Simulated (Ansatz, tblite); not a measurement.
Cost and result up the ladder for SnH3(NHEt) (C2H9NSn) (13 atoms). The state is a singlet with charge 0. Geometry: PBE-D4/def2-SVP.

```xyz
13

Sn   -1.800    1.003    0.081
H    -2.736    1.614    1.397
H    -1.116    2.330   -0.819
H    -2.729    0.006   -0.981
N    -0.444   -0.300    0.952
C     0.491   -1.044    0.116
C     1.638   -0.242   -0.510
H     0.042    0.141    1.744
H     0.923   -1.875    0.723
H    -0.089   -1.547   -0.690
H     1.256    0.555   -1.183
H     2.315   -0.891   -1.104
H     2.251    0.252    0.274
```

Ansatz on 4 threads of Arm Neoverse V2 on a shared host; xTB runs through tblite on one thread. Times are rough, summed over both states, and most runs start from the orbitals of an earlier one. PBE0-D4/def2-TZVP serves as the yardstick here, not as an exact answer. The other state is a doublet.

In the def2 sets Sn takes a core potential; there is no spin–orbit coupling. The xTB rows come from tblite.

Raw xTB energies of ions are shifted by several eV.

| level | functions | wall time | vertical IE (eV) | difference from PBE0-D4/def2-TZVP (eV) |
| --- | --- | --- | --- | --- |
| GFN2-xTB | 30 | 0.008 s | 13.40 | 5.01 |
| GFN1-xTB | 39 | 0.025 s | 13.83 | 5.45 |
| PBE-D4/def2-TZVP | 197 | 3.9 s | 8.33 | -0.06 |
| PBE0-D4/def2-TZVP | 197 | 5.7 s | 8.39 | 0.00 |
| r2SCAN-D4/def2-TZVP (with forces) | 197 | 9.1 s | 8.28 | -0.11 |
